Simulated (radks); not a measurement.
Values are calculated unless marked as measured or tabulated.
Neutral tellurium, configuration [Kr] 4d10 5s2 5p4. Level of theory: scalar-relativistic Kohn-Sham, LDA (Slater exchange, VWN5 correlation), spin-polarised, spherical densities, finite nucleus; open shells are filled with parallel spins first (spin-orbit coupling, left out, can overturn this in heavy ions); Fermi nuclear charge, rms radius 4.7423 fm; hard spherical wall at 3 bohr (a radial shooting solver on a logarithmic mesh with Libxc functionals).

Unscreened Slater integrals over Kohn-Sham orbitals (eV). They are taken over the spin-up orbitals. Empty in this configuration: 4f.

\begin{tabular}{lr}
integral & value \\ \hline
F0(5p,5p) & 13.584 \\
F2(5p,5p) & 7.8778 \\
F0(5p,5s) & 13.860 \\
G1(5p,5s) & 9.8367 \\
F0(5p,4d) & 16.008 \\
F2(5p,4d) & 5.5866 \\
G1(5p,4d) & 2.1123 \\
G3(5p,4d) & 1.9855 \\
F0(5p,4f) & 14.293 \\
F2(5p,4f) & 7.3921 \\
G2(5p,4f) & 5.8035 \\
G4(5p,4f) & 4.4138 \\
F0(5s,5s) & 14.184 \\
F0(5s,4d) & 16.592 \\
G2(5s,4d) & 2.6072 \\
F0(5s,4f) & 14.688 \\
G3(5s,4f) & 5.4725 \\
F0(4d,4d) & 24.815 \\
F2(4d,4d) & 12.443 \\
F4(4d,4d) & 8.1996 \\
F0(4d,4f) & 18.341 \\
F2(4d,4f) & 7.8894 \\
F4(4d,4f) & 4.7534 \\
G1(4d,4f) & 9.0378 \\
G3(4d,4f) & 5.3645 \\
G5(4d,4f) & 3.7096 \\
F0(4f,4f) & 15.516 \\
F2(4f,4f) & 7.9467 \\
F4(4f,4f) & 5.1692 \\
F6(4f,4f) & 3.7900 \\
\end{tabular}

Derived for the open shells (J is the average intra-shell exchange parameter used in DFT+U). 5p: J = F2/5 = 1.576 eV.
